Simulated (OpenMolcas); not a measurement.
## Pr2+: CASPT2 settings compared

| Item | Value |
| --- | --- |
| Program | OpenMolcas |
| Basis | ANO-RCC-VTZP [8s7p5d3f2g1h] |
| Scalar Hamiltonian | DKH3, point nucleus |
| Active space | 3 electrons in 7 orbitals (4f) |
| State averaging | 2S+1 = 4 odd, 35 roots (21 in the spin-orbit step); 2S+1 = 2 odd, 112 roots (35 in the spin-orbit step) |
| Spin-orbit coupling | RASSI with atomic mean-field integrals over the reference wave functions, term energies averaged over their components |

Methods on the same reference wave functions:
A. CASSCF
B. SS-CASPT2, IPEA 0.3 Eh, imaginary shift 0.2 Eh (closed shells correlated: 5s 5p)
C. SS-CASPT2, IPEA 0 Eh, real shift 0.5 Eh (closed shells correlated: 5s 5p)

Energies in eV above 4f3 4I* 9/2, the measured ground level; measured values from Martin, Zalubas and Hagan, Atomic Energy Levels: The Rare-Earth Elements, NSRDS-NBS 60 (1978); the list in Maison, Palmeri and Quinet, J. Phys. B 58, 015001 (2025).

```tsv
Level	A	B	C	Measured
4f3 4I* 9/2	0.0000	0.0000	0.0000	0.0000
4f3 4I* 11/2	0.1821	0.1884	0.2091	0.1734
4f3 4I* 13/2	0.3817	0.391	0.421	0.3587
4f3 4I* 15/2	0.5935	0.600	0.630	0.5522
4f3 2H* 9/2	1.6920	1.288	0.755	1.2439
4f3 4F* 3/2	1.7199	1.461	1.072	1.1618
4f3 4F* 5/2	1.7939	1.535	1.146	1.2570
4f3 4S* 3/2	1.8975	1.631	0.973	1.3577
```

Deviations, from unrounded energies. A percentage is the sum of absolute deviations over the sum of measured energies, with the sign that they share, or ± where signs differ.

```csv
Against measurement,Levels,A,B,C
mean absolute deviation (cm-1),7,2500,1100,1400
fine structure of the ground term (%),3,+6.7,+8.7,+16.3
other terms of the ground configuration (%),4,+41.5,+17.8,-21.4
```

B lies closest to measurement on these levels and A furthest from it. The largest miss of B in the table is 4f3 4F* 3/2, by +2400 cm-1. The ranking rests on the paired levels alone, and a cruder setting can come out closer through cancelling errors.

Between B and C the level of the table that moves most is 4f3 4S* 3/2, by 5300 cm-1 (lowest in C, highest in B). Moves below CASPT2's spread within the term are not significant.

The mean deviations of B to C differ by less than CASPT2's widest spread within a term (2800 cm-1), so their order carries little weight.

From A to B the spin-free energies of the other terms of 4f3 shown, above 4I*, scale by factors of 0.73 to 0.83, as is usual when dynamic correlation screens the repulsion within a d or f shell.

The lowest spin-free term lies below A's lowest term by 0.311 hartree in B, 0.315 hartree in C.

CASPT2 does not keep the components of a term degenerate, so their means are used; among the terms shown or strongly mixed into the levels shown the widest spread is 2800 cm-1 (4f3 4F*, C). High states are left out of the spin-orbit mixing, which shifts the levels that they would mix with. Without dynamic correlation excited terms often stand tens of per cent too high (terms of higher spin than the ground term too low), and those without a measured partner can miss by more than the paired ones (holds for A). Some terms miss by over 15 % even with CASPT2, which points to a basis or an active space too small for the shells correlated (holds for B; C). The CASPT2 spread within a term exceeds the gap to the next term for 4f3 4S* and 4f3 4F*, 4f3 4F* and 4f3 2G*, so the order of their levels is uncertain, and so are names and mixing where such terms share a J (holds for C). Computed and measured levels are paired by configuration, term and J; levels that our copy of the source lacks, or whose pairing is in doubt (as where it misses far off the trend of its configuration), stay unpaired and out of the deviations. Only configurations of the active space appear. Levels that lie high or do not pair safely by name in every column are left out.

* marks odd parity.
